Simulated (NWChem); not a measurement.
**Correlation energy of arsenic trifluoride (AsF$_{3}$)**

SMILES: F[As](F)F
```xyz
4

F      0.7389    -0.4892     1.2818
As     0.0009     0.3989     0.0000
F      0.7389    -0.4892    -1.2818
F     -1.4811    -0.4842     0.0000
```
Charge 0, spin multiplicity 1.

The numbers come from NWChem runs, not from measurements. The geometry was optimised at PBE0/def2-SVP, a minimum by its harmonic frequencies.

Basis set: 6-31G*. Each correlation energy counts from its own Hartree-Fock reference.

The Hamiltonian is non-relativistic. The correlated methods keep 12 core orbitals frozen. The Pople sets run with spherical d functions. Coupled-cluster values serve here as a point of comparison, not as the truth.

```
method        correlation energy (mHa)
------------  ------------------------
MP2                             -776.0
SCS-MP2                              …
CR-CCSD[T]                      -784.1
CR-CCSD(T)                      -781.9
CCSD                                 …
CCSD+T(CCSD)                    -788.7
CCSD(T)                         -785.6
```

### Question
What belongs in the gaps?

### Answer

- SCS-MP2, correlation energy (mHa): -731.4
- CCSD, correlation energy (mHa): -769.7
